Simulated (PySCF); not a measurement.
Species: BH₆OPSi.
Geometry (PBE0-D3(BJ)/def2-SVP, Å), atoms numbered from 1 in this order:
```xyz
10
BH6OPSi angstrom
Si    -1.2966    0.9186   -0.6047
O     -0.5166   -0.0294    0.5371
B      0.7189   -0.4910    0.8191
P      2.2922   -0.1228   -0.2350
H     -0.3248    1.4183   -1.6210
H     -2.3417    0.0813   -1.2530
H     -1.9228    2.0622    0.1114
H      0.8679   -1.0946    1.8610
H      1.7632   -0.3201   -1.5431
H      2.8748   -1.4133   -0.0979
```

The closed-shell ground state was solved at several levels (PySCF, density fitting, gas phase, non-relativistic).

```
           level  basis functions  HOMO (eV)  LUMO (eV)  gap (eV)  dipole (D)
  PBE0/def2-SVPD              139      -7.21      -0.77      6.44        1.34
wB97X-D/pcSseg-2              242      -9.06       1.03     10.09        1.39
```

Question: What might PBE0/pcSseg-1 (112 basis functions) give for the same quantities?

Answer: HOMO -7.22 eV, LUMO -0.71 eV, gap 6.51 eV, dipole 1.59 D.

Question: Over all these levels, which gives the widest orbital gap and which the narrowest?

Answer: wB97X-D/pcSseg-2 (range-separated hybrid) has the widest, 10.09 eV, and PBE0/def2-SVPD (global hybrid, 25 % exact exchange) the narrowest, 6.44 eV. Functional and basis both differ between the two, so the spread mixes both effects.

Question: How far do the dipole and the HOMO energy spread over the levels?

Answer: The dipole runs from 1.34 to 1.59 D (mean 1.44 D) and the HOMO from -9.06 to -7.21 eV.

One conformer stands for the species.
